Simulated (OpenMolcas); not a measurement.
Cr3+ with its 6 nearest oxide ions at 2.034 Å, on the Mg site of MgO (a = 4.2112 Å, distance in the model lattice 2.106 Å). The rest of the host is ab initio model potentials to 7.6 Å, with orthogonalisation functions on the cations behind the ligands, and point charges beyond; the distance is set by hand and nothing relaxes, and no local charge compensation is placed. Ligand basis ANO-RCC-VDZP.
```
Cr    0.0000    0.0000    0.0000
O     2.0340    0.0000    0.0000
O     0.0000    2.0340    0.0000
O    -2.0340    0.0000    0.0000
O     0.0000   -2.0340    0.0000
O     0.0000    0.0000    2.0340
O     0.0000    0.0000   -2.0340
```

| Property | Result |
| --- | --- |
| Program | OpenMolcas 26.06 |
| Method | CASSCF |
| Basis | ANO-RCC-VDZP [5s4p2d1f] |
| Scalar Hamiltonian | DKH2, point nucleus |
| Active space | 3 electrons in 5 orbitals (3d) |
| State averaging | 2S+1 = 4 even, 10 roots; 2S+1 = 2 even, 40 roots |
| Spin-orbit coupling | state interaction with AMFI integrals over the reference wave functions |

Problem. What is the spin-free ground state (labels of O, the rotations of Oh)?

Solution. 4A2, 1-fold in its orbital part; it has the highest spin that d3 allows.

Problem. Where is the first state of the same spin?

Solution. 4T2 at 16400 cm-1 above the ground state.

Problem. What are the lowest two levels with spin-orbit coupling?

Solution. A 4-fold level Γ8, then a 2-fold level Γ7 16344 cm-1 above it. Their leading multiplicities are 4 (100 %) and 4 (100 %).

Problem. What is χT at 300 K, and how does it compare with the textbook value?

Solution. The lowest level has 2S+1 = 4, for which the spin-only value is χT = S(S+1) / 2 = 1.875 cm3 K/mol (g = 2). The computed 1.840 at 300 K differs by -0.035, through orbital momentum, spin-orbit coupling and any other state in reach.

Problem. Which ligand-field parameters describe the states?

Solution. A least-squares ligand-field fit to the states below 45000 cm-1, each weighted by its degeneracy and with a free common offset, gives 10Dq = 16164 cm-1, B = 1001 cm-1 and C = 3660 cm-1 (C/B = 3.65), with an rms deviation of 129 cm-1. The same method and metal basis give the free ion B = 1151 cm-1 (fit to its terms below 60000 cm-1, rms deviation 60 cm-1), so the nephelauxetic ratio is β = 1001 / 1151 = 0.87; it hangs on how both fits weigh the states, and computed free-ion B values tend to be too large, so β mixes covalency with correlation.

Without dynamic correlation the repulsion within the d shell is too large (B by tens of per cent), so at a given field states of lower spin stand too high. Ligand-to-metal charge-transfer states are missing. With no ligand orbital active B as a rule stays too high, so bands that hang on it stand too high and its fall with covalency is understated. With metal d orbitals alone and no dynamic correlation 10Dq can be off by a tenth to a fifth, either way, in oxide and fluoride hosts. No measured value stands beside these numbers; the geometry was set by hand and not optimised.
